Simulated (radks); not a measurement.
Values are calculated unless marked as measured or tabulated.
Ionisation of Au+, [Xe] 4f14 5d10, to Au2+, [Xe] 4f14 5d9, under several functionals. Scalar-relativistic Kohn-Sham, spin-polarised, spherical densities, finite nucleus; open shells are filled with parallel spins first (spin-orbit coupling, left out, can overturn this in heavy ions); a radial shooting solver on a logarithmic mesh with Libxc functionals. Known Delta-SCF values: PBE 21.041 eV; LDA (Slater exchange, Perdew-Wang correlation) 21.355 eV. What does PBEsol give, and what is its highest occupied eigenvalue?

Answer. 21.075 eV by Delta-SCF; the 5d eigenvalue is -15.357 eV. NIST: 20.20 eV (measured).
